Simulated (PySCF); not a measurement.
FHSZn, SMILES [F][Zn][SH]. Atoms are numbered in the order given.

```xyz
4

Zn    -0.0075     0.3707     0.0000
F      0.0177     2.1217     0.0000
S     -0.0750    -1.7712     0.0000
H      1.2663    -1.8780     0.0000
```
Charge 0, spin multiplicity 1.

The structure is a stationary point at TPSSh-D3(BJ)/def2-TZVP. The values are those of a single conformer.

The numbers are results of CAM-B3LYP/def2-TZVPD (PySCF), not measurements.

ESP charges are fitted to the potential on shells at 1.4 to 2.0 van der Waals radii. Atomic charges (e):

```
atom  meta-Löwdin  ESP fit
----  -----------  -------
Zn1          1.31     0.80
F2          -0.78    -0.50
S3          -0.63    -0.42
H4           0.10     0.13
```
